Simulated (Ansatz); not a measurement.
C$_{2}$H$_{6}$Al$_{2}$, SMILES `C[CH]1[AlH][AlH]1` at its PBE0-D4/def2-TZVP geometry, where that method's forces vanish. The species carries charge 0 and has multiplicity 1.

```
atom   x (Å)   y (Å)   z (Å)
  C1  -1.258  -0.716  -0.138
  C2   0.093  -0.082   0.104
 Al3   0.841   1.438   1.083
 Al4   1.732   0.357  -0.905
  H5  -1.911  -0.011  -0.659
  H6  -1.200  -1.615  -0.761
  H7  -1.768  -0.990   0.791
  H8   0.802  -0.786   0.652
  H9   0.303   2.519   2.126
 H10   2.366  -0.115  -2.293
```

For each bond, give half the difference of the two atoms' forces along it (eV/Å; positive pushes the atoms apart) under PBE-D4, r2SCAN-D4, B3LYP-D4, ωB97M-V in def2-TZVPP. (Estimate.)

Computed: 
```
   bond  length (Å)  PBE-D4  r2SCAN-D4  B3LYP-D4  ωB97M-V
  C1–C2       1.511   -0.09       0.12      0.20     0.27
  C1–H5       1.093    0.12      -0.02     -0.07    -0.09
  C1–H6       1.095    0.11      -0.04     -0.05    -0.09
  C1–H7       1.095    0.11      -0.04     -0.05    -0.09
 C2–Al3       1.957    0.13      -0.02      0.01    -0.09
 C2–Al4       1.974    0.14      -0.01      0.01    -0.08
  C2–H8       1.139    0.14       0.03     -0.15    -0.11
Al3–Al4       2.432    0.10       0.04      0.15     0.05
 Al3–H9       1.596    0.02      -0.02     -0.11    -0.11
Al4–H10       1.597    0.02      -0.02     -0.12    -0.11
```

B3LYP here is the variant with VWN-RPA as its local correlation; programs differ in this.
